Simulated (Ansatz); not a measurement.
Input for Ansatz (an electronic-structure program): U-SVWN5/def2-TZVPP on Cl (SMILES [Cl]).

Ansatz 0.2 input:
```yaml
crystal:
  periodic: [false, false, false]
  atoms:
    - {symbol: Cl, position_ang: [0.00000000, 0.00000000, 0.00000000]}
basis:
  gaussian:
    orbitals: def2-TZVPP
hamiltonian:
  xc: {name: SVWN5}
magnetization: {spin_polarized: true, initial_magnetization: 1}
```

The log:

```
WARN ansatz: RAYON_NUM_THREADS=4 ignored (pool sized by the plan → 4); use --threads N
Functional definition: SVWN5
integrals: 0.00 GiB planned
294 factors; their error is unknown
mean field: 0.12 GiB planned
mean field evaluation 1: about -12480.3935 eV, gradient 5.0e0 eV
mean field evaluation 2: about -12480.2251 eV, gradient 8.1e0 eV
mean field evaluation 4: about -12480.4073 eV, gradient 4.7e0 eV
mean field evaluation 8: about -12480.4325 eV, gradient 4.1e0 eV
mean field evaluation 16: about -12480.2718 eV, gradient 7.2e0 eV
mean field evaluation 32: about -12480.5003 eV, gradient 1.4e-4 eV
mean field -12480.49944157 eV, -458.6498948915 hartree, gradient 2.1e-5 eV, S^2 0.751423; 2 other end points of the search recorded, 0 dependent functions left out
reference -12480.49946073 eV, -458.6498955954 hartree; 9, 8 occupied and 33, 34 virtual orbitals, 294 factors
Total energy: -12480.49946073 eV, -458.6498955954 hartree
```

Self-consistency was reached.

Cost: about 0.23 core-seconds (a rough figure).
